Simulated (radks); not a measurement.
Results of a calculation; reference values are marked as such.
Question: Radial electron density D(r) = 4 pi r^2 rho(r) of an atom or ion with 65 electrons. Code: a radial shooting solver on a logarithmic mesh with Libxc functionals. Model: Dirac Kohn-Sham, PBEsol, spin-unpolarised, spherical densities, point nucleus.

| r (bohr) | D(r) (e/bohr) |
|---|---|
| 0.0009044 | 3.792 |
| 0.001061 | 4.923 |
| 0.001246 | 6.370 |
| 0.001473 | 8.311 |
| 0.001729 | 10.65 |
| 0.002029 | 13.58 |
| 0.002381 | 17.19 |
| 0.002794 | 21.59 |
| 0.003279 | 26.86 |
| 0.003848 | 33.05 |
| 0.004516 | 40.17 |
| 0.005342 | 48.50 |
| 0.006268 | 57.02 |
| 0.007356 | 65.70 |
| 0.008633 | 73.95 |
| 0.01013 | 81.06 |
| 0.01189 | 86.26 |
| 0.01395 | 88.91 |
| 0.01637 | 88.74 |
| 0.01937 | 85.95 |
| 0.02273 | 82.08 |
| 0.02667 | 79.06 |
| 0.0313 | 79.13 |
| 0.03673 | 83.92 |
| 0.0431 | 93.24 |
| 0.05058 | 104.5 |
| 0.05936 | 113.1 |
| 0.07021 | 114.6 |
| 0.0824 | 107.4 |
| 0.09669 | 95.96 |
| 0.1135 | 87.75 |
| 0.1332 | 88.56 |
| 0.1563 | 96.60 |
| 0.1834 | 102.2 |
| 0.2152 | 95.52 |
| 0.2546 | 74.90 |
| 0.2987 | 53.91 |
| 0.3506 | 44.05 |
| 0.4114 | 46.66 |
| 0.4828 | 51.91 |
| 0.5665 | 49.97 |
| 0.6648 | 39.98 |
| 0.7802 | 27.92 |
| 0.9229 | 18.79 |
| 1.083 | 14.17 |
| 1.271 | 11.39 |
| 1.492 | 8.732 |
| 1.75 | 5.940 |
| 2.054 | 3.545 |
| 2.41 | 1.953 |
| 2.829 | 1.128 |
| 3.346 | 0.7603 |
| 3.927 | 0.5881 |
| 4.608 | 0.4360 |
| 5.407 | 0.2778 |
| 6.346 | 0.1443 |
| 7.447 | 0.06020 |
| 8.739 | 0.01992 |
| 10.26 | 0.005044 |
| 12.13 | 0.0008545 |
| 14.24 | 0.0001113 |

What is the nuclear charge?

Answer: Z = 65. The innermost maximum, from 1s, lies near gamma/Z bohr with gamma = sqrt(1 - (Z/c)^2) = 0.880, here 0.0135 bohr (found: 0.0150), and its height grows with Z. The density is that of neutral terbium in [Xe] 4f9.25 6s1.75; the configuration itself is not fixed sharply by these data, and Z only to a few units. D(r) has 4 maxima, at r = 0.0150, 0.0664, 0.185, 0.507 bohr, and minima at 0.0289, 0.121, 0.362 bohr, inside which lie 2.02, 11.15, 29.40 electrons.
